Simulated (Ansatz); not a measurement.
`[SH][InH2]` and `[SeH][InH2]` differ in one element.

Ansatz, PBE0-D4/def2-TZVP geometries, multiplicity 1. 

Elements past krypton have def2 core potentials. Scalar relativity is left out up to krypton.

```
                                          property  `[SH][InH2]`
             LUMO energy (ωB97M-V/def2-TZVPP) / eV         -0.19
               HOMO energy (B3LYP/def2-TZVPP) / eV         -7.19
             HOMO–LUMO gap (B3LYP/def2-TZVPP) / eV          5.23
size of the dipole moment (ωB97M-V/def2-TZVPP) / D          1.65
               HOMO–LUMO gap (PBE/def2-TZVPP) / eV          3.89
             HOMO energy (ωB97M-V/def2-TZVPP) / eV         -9.59
```

Q: What does the change do to each property? (Best estimate.)

A: The calculation gave: 
```
                                          property  `[SeH][InH2]`  shift
             LUMO energy (ωB97M-V/def2-TZVPP) / eV          -0.24  -0.05
               HOMO energy (B3LYP/def2-TZVPP) / eV          -6.87   0.32
             HOMO–LUMO gap (B3LYP/def2-TZVPP) / eV           4.88  -0.35
size of the dipole moment (ωB97M-V/def2-TZVPP) / D           1.50  -0.15
               HOMO–LUMO gap (PBE/def2-TZVPP) / eV           3.62  -0.27
             HOMO energy (ωB97M-V/def2-TZVPP) / eV          -9.20   0.39
```

Dipoles are sizes alone; their direction can turn.

B3LYP here is the variant with VWN-RPA as its local correlation; programs differ in this.

Spin–orbit coupling is left out; it splits and shifts lone-pair levels of the heavy atoms by tenths of an eV.
